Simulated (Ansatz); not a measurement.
C$_{4}$H$_{9}$, charge -1, singlet, at a GFN2-xTB geometry (a gas-phase anion, which may not be bound at this level); WB97X/6-31G in Ansatz (a program for electronic structure).

The Ansatz input:
Ansatz 0.2 input:
```yaml
crystal:
  periodic: [false, false, false]
  atoms:
    - {symbol: C, position_ang: [0.00360706, 0.07275878, 0.35852744]}
    - {symbol: H, position_ang: [0.01413019, -0.02455558, 1.49184561]}
    - {symbol: C, position_ang: [0.00197210, 1.48905250, -0.21294948]}
    - {symbol: H, position_ang: [-0.87836911, 2.02265113, 0.26479170]}
    - {symbol: H, position_ang: [0.89409793, 2.01789160, 0.24792523]}
    - {symbol: C, position_ang: [1.24251803, -0.68650164, -0.13018073]}
    - {symbol: H, position_ang: [1.27251834, -0.67330054, -1.21910898]}
    - {symbol: H, position_ang: [2.14853428, -0.20354655, 0.23586489]}
    - {symbol: H, position_ang: [1.24765967, -1.73021109, 0.20964392]}
    - {symbol: C, position_ang: [-1.24843893, -0.67981278, -0.10647724]}
    - {symbol: H, position_ang: [-1.29908454, -0.66639513, -1.19463808]}
    - {symbol: H, position_ang: [-1.25271749, -1.72349693, 0.23343705]}
    - {symbol: H, position_ang: [-2.14471882, -0.19201806, 0.27671870]}
basis:
  gaussian:
    orbitals: 6-31G
hamiltonian:
  xc: {name: wB97X}
total_charge: -1
```

The log (banner, timings and long lists left out):

```
Functional definition: wB97X
796 factors; integrals over basis functions are off by at most 2.0e-4 eV
273 factors; integrals over basis functions are off by at most 4.2e-6 eV
mean field evaluation 1: about -4287.9060 eV, gradient 2.6e1 eV
mean field evaluation 2: about -4288.9967 eV, gradient 1.9e1 eV
mean field evaluation 4: about -4289.8836 eV, gradient 4.2e-1 eV
mean field evaluation 8: about -4290.0459 eV, gradient 2.6e-2 eV
mean field evaluation 16: about -4290.0459 eV, gradient 5.9e-5 eV
mean field -4290.04591146 eV, -157.6562793486 hartree, gradient 5.9e-5 eV, S^2 0.000000; 0 other end points of the search recorded, 0 dependent functions left out
reference -4290.04588995 eV, -157.6562785581 hartree; 17, 17 occupied and 37, 37 virtual orbitals, 796 factors
Total energy: -4290.04588995 eV, -157.6562785581 hartree
```
